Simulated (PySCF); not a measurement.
Geometry (Å), atoms numbered from 1 in this order:
```xyz
17

C    -1.452    1.540   -0.114
B    -0.873    0.078   -0.006
C    -1.884   -1.127    0.075
C     0.669   -0.153    0.001
C     1.682    0.867   -0.016
C     2.958    0.378   -0.013
S     2.966   -1.344    0.008
C     1.259   -1.405    0.014
H    -2.466    1.639    0.303
H    -1.540    1.765   -1.195
H    -0.809    2.325    0.313
H    -2.316   -1.124    1.093
H    -1.465   -2.128   -0.100
H    -2.741   -0.979   -0.603
H     1.462    1.936   -0.028
H     3.897    0.931   -0.022
H     0.757   -2.372    0.025
```

Geometry: PBE0-D3(BJ)/def2-SVP; GIAO shifts from PySCF, gas phase, non-relativistic, averaged over equivalent atoms.

At wB97X-D/pcSseg-1 (188 basis functions, 30 s wall time on 1 thread of an Arm Neoverse V1, shared host):
```json
{"atoms": "C8", "δ (ppm)": "152.0"}
{"atoms": "C4", "δ (ppm)": "149.7"}
{"atoms": "C5", "δ (ppm)": "139.2"}
{"atoms": "C6", "δ (ppm)": "135.0"}
{"atoms": "C1/C3", "δ (ppm)": "11.4"}
{"atoms": "B2", "δ (ppm)": "68.4"}
{"atoms": "S7", "δ (ppm)": "246.4"}
{"atoms": "H17", "δ (ppm)": "8.13"}
{"atoms": "H15", "δ (ppm)": "7.69"}
{"atoms": "H16", "δ (ppm)": "7.24"}
{"atoms": "H9/H10/H11/H12/H13/H14", "δ (ppm)": "1.09"}
```

Shifts are taken against calculated references (same method and geometry level): $^{13}$C (σ = 184.54 ppm) and $^{1}$H (σ = 31.38 ppm) vs TMS; $^{11}$B (σ = 101.61 ppm) vs BF3·OEt2; CS2 for $^{33}$S (σ = 493.71 ppm).

Task: Estimate the result of repeating the calculation with PBE0/pcSseg-1.

Result: 
```
                 atoms  δ at PBE0/pcSseg-1  change
                    C8               149.1    -2.9
                    C4               150.3    +0.6
                    C5               138.1    -1.1
                    C6               132.9    -2.1
                 C1/C3                12.2    +0.8
                    B2                70.1    +1.7
                    S7               247.3    +0.9
                   H17                8.12   -0.01
                   H15                7.74   +0.05
                   H16                7.21   -0.03
H9/H10/H11/H12/H13/H14                1.12   +0.03
```

Referencing at the same level of theory: $^{13}$C (σref 184.41), $^{1}$H (σref 31.27) against TMS; BF3·OEt2 for $^{11}$B (σref 100.73); $^{33}$S (σref 495.66) vs CS2.

The largest change is at C8 (aromatic CH next to the ring sulfur). Cost: 188 basis functions, 24 s wall time on 1 thread of an Arm Neoverse V1, shared host. The order of the carbon signals changes between the two levels.

A carbon bonded to boron is broadened by the quadrupolar boron nucleus and is often missing from a measured spectrum.
